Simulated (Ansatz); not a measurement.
K8F8⁻ (relaxed from a model of 2x2x4 KF rock-salt block, whose bonding it doesn't keep): single points at one geometry.

```yaml
crystal:
  periodic: [false, false, false]
  atoms:
    - {symbol: K, position_ang: [-1.290954, -1.252777, -3.633008]}
    - {symbol: F, position_ang: [-1.295769, -1.280819, -1.118485]}
    - {symbol: K, position_ang: [-2.212072, -1.305289, 1.200524]}
    - {symbol: F, position_ang: [-1.162148, -1.217633, 3.409332]}
    - {symbol: F, position_ang: [-1.160094, 1.189398, -3.568924]}
    - {symbol: K, position_ang: [-1.301014, 1.382077, -1.073362]}
    - {symbol: F, position_ang: [-2.139249, 1.174870, 1.251072]}
    - {symbol: K, position_ang: [-1.276541, 1.277775, 3.534386]}
    - {symbol: F, position_ang: [1.156734, -1.188092, -3.569165]}
    - {symbol: K, position_ang: [1.299194, -1.381025, -1.073736]}
    - {symbol: F, position_ang: [2.141281, -1.175103, 1.249189]}
    - {symbol: K, position_ang: [1.280847, -1.280104, 3.532891]}
    - {symbol: K, position_ang: [1.287742, 1.254242, -3.632937]}
    - {symbol: F, position_ang: [1.293776, 1.281898, -1.118460]}
    - {symbol: K, position_ang: [2.212078, 1.305385, 1.199960]}
    - {symbol: F, position_ang: [1.166179, 1.215198, 3.410722]}
basis:
  gaussian: {orbitals: def2-SVP}
total_charge: -1
magnetization: {spin_polarized: true, initial_magnetization: 1}
hamiltonian: {xc: pbe, dispersion: d4}
scf: {omitted_lower_state_checks: [starts]}
output: {orbitals: {seedname: orbitals}}
```

```sh
$ ansatz run in.yaml --threads 4 --pin off --events-out ev --progress --plain --max-ram 6963MiB
```

Shortened log:

```
Functional definition: PBE
3392 factors; their error is unknown
mean field evaluation 1: about -152237.4400 eV, gradient 6.8e1 eV
mean field evaluation 2: about -150934.8723 eV, gradient 4.6e2 eV
mean field evaluation 4: about -152248.4403 eV, gradient 4.3e1 eV
mean field evaluation 8: about -152255.3578 eV, gradient 4.4e-1 eV
mean field evaluation 16: about -152255.1460 eV, gradient 1.7e-2 eV
mean field evaluation 32: about -152255.1460 eV, gradient 3.3e-5 eV
mean field -152255.14603543 eV, -5595.2734145574 hartree, gradient 4.2e-6 eV, S^2 0.750073; 0 other end points of the search recorded, 0 dependent functions left out
reference -152255.14609227 eV, -5595.2734166461 hartree; 113, 112 occupied and 191, 192 virtual orbitals, 3392 factors
Total energy: -152255.61991485 eV, -5595.2908293048 hartree
Checks for a lower state left out: starts
```

Run time 2.4 min (4 threads of Arm Neoverse V1 on a shared host), peak host memory 2.4 GiB.

Geometry: r2SCAN-D4/def2-SVP, that of the neutral singlet.

The highest occupied level of the charge -1 doublet lies above zero (up to 0.75 eV). Energy differences put its binding near zero (0.08 eV; vertical, against the charge 0 singlet, at PBE-D4/def2-SVP), which leaves it undecided.
